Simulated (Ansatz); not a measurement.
Reaction (ligand exchange at the Si–O bond): `C[SiH](O)N[SiH2]O` + H–F → `C[SiH](F)N[SiH2]O` + H₂O

Program: Ansatz. Geometries: PBE0-D4/def2-TZVP. ΔE: electronic, gas phase. CCSD(T)/CBS is the MP2 limit (def2-TZVPP, def2-QZVPP) plus CCSD(T) − MP2 in def2-TZVPP, frozen cores. This one scheme is used for every species. Functionals use def2-TZVPP. B3LYP here is the variant with VWN-RPA as its local correlation; programs differ in this. Each species was taken in one conformer, which may not be the lowest.

```tsv
level	ΔE (kcal/mol)	difference from CCSD(T)/CBS
PBE0-D4	-10.9	0.5
B3LYP-D4	-11.8	-0.4
ωB97X-V	-11.7	-0.3
ωB97M-V	-11.5	-0.1
B2PLYP	-11.8	-0.4
PBE	-11.4	0.0
r2SCAN	-11.7	-0.3
B3LYP	-12.4	-1.0
HF/def2-TZVPP	-13.1	-1.7
MP2/def2-TZVPP	-10.5	0.9
SCS-MP2/def2-TZVPP	-11.2	0.2
CCSD/def2-TZVPP	-11.2	0.2
MP2/def2-QZVPP	-10.9	0.5
HF/CBS(def2)	-13.5	-2.1
MP2/CBS(def2)	-11.1	0.3
CCSD/CBS(def2)	-11.8	-0.4
CCSD(T)/CBS	-11.4	0
```

Largest T1 diagnostic among the species: 0.011.

In def2-TZVPP, CCSD(T) changes the Hartree–Fock value by +2.3 kcal/mol (the triples alone add +0.4 kcal/mol) and MP2 by +2.6 kcal/mol.
